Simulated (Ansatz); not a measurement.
This geometry of C₃H₈N₂Si (14 atoms, charge 0, multiplicity 1) is a first-order saddle point.

The calculation used RHF/def2-SVP (Ansatz 0.2.0).

```xyz
14
Properties=species:S:1:pos:R:3
C -0.988 -0.930 0.966
N 0.136 -0.462 0.187
C 1.322 -1.283 0.070
C 0.079 0.727 -0.427
N 0.926 1.347 -1.160
Si -0.520 2.306 -0.997
H -1.889 -1.033 0.357
H -0.751 -1.908 1.378
H -1.211 -0.260 1.799
H 2.048 -0.761 -0.546
H 1.092 -2.244 -0.398
H 1.766 -1.474 1.050
H -0.547 3.504 -0.140
H -1.475 2.442 -2.110
```

Question: Which two structures does it join? (They come from a converged band through this point; their orientation in space is the band's.)

Answer: No bond is made or broken. The dihedral H8–C1–N2–C3 goes from -60 to 60°. The two ends are copies of one structure, up to a mirror image or an exchange of like atoms.

Initial state:

```xyz
14
Properties=species:S:1:pos:R:3
C -0.939 -0.899 1.053
N 0.160 -0.397 0.270
C 1.435 -1.071 0.376
C 0.023 0.659 -0.542
N 0.861 1.249 -1.310
Si -0.686 2.040 -1.419
H -1.825 -0.298 0.869
H -1.166 -1.938 0.794
H -0.711 -0.861 2.122
H 2.153 -0.571 -0.267
H 1.350 -2.116 0.066
H 1.802 -1.047 1.405
H -0.922 3.349 -0.786
H -1.548 1.873 -2.602
```

Final state:

```xyz
14
Properties=species:S:1:pos:R:3
C -0.967 -0.946 0.984
N 0.125 -0.453 0.187
C 1.291 -1.295 0.035
C 0.074 0.739 -0.421
N 0.920 1.342 -1.170
Si -0.500 2.333 -0.977
H -1.372 -1.874 0.570
H -0.646 -1.147 2.010
H -1.763 -0.206 1.013
H 2.022 -0.780 -0.580
H 1.028 -2.242 -0.445
H 1.738 -1.518 1.007
H -0.486 3.527 -0.115
H -1.476 2.491 -2.068
```

Question: How far does it lie above each of them?

Answer: 6.3 kJ/mol above the first and 6.3 kJ/mol above the second. This is the barrier of this one path; another mechanism may lie lower.

Time of the run: 87 s on 2 threads of Arm Neoverse V1, on a shared host, peak memory 0.3 GiB.
